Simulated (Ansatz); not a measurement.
System: sum formula AlN2H4Cl (charge 0, singlet). SMILES: [NH2][Al]([NH2])[Cl]
Coordinates optimised at B3LYP-D3(BJ)/def2-TZVP (Ansatz, a first-principles code):
```
Al
N 1 1.7611
H 2 1.0070 1 125.72
H 2 1.0072 3 110.58 1 180.00
N 1 1.7611 2 123.30 3 0.00
H 5 1.0070 1 125.72 2 0.00
H 5 1.0072 6 110.58 1 180.00
Cl 1 2.1063 2 118.35 3 180.00
```
Charge 0, spin multiplicity 1.

Quantity: atomisation energy (electronic, to ground-state atoms), in kcal/mol. Cores are frozen in the correlated levels unless marked. UHF or UKS for open shells. Spin-orbit coupling is left out. Non-relativistic. The coupled-cluster limit lacks core correlation, which all-electron functionals hold. Basis-set limits of correlation are two-point, X^-3; Hartree-Fock from the larger set.

```json
[
 {"level": "BLYP/def2-TZVPD", "program": "Ansatz", "atomisation energy (kcal/mol)": "651.7"}
]
```

**Question.** Predict the CCSD(T)/CBS(aug-cc-pV(T+d)Z,aug-cc-pV(Q+d)Z) result (Ansatz).

**Answer.** 662.1 kcal/mol
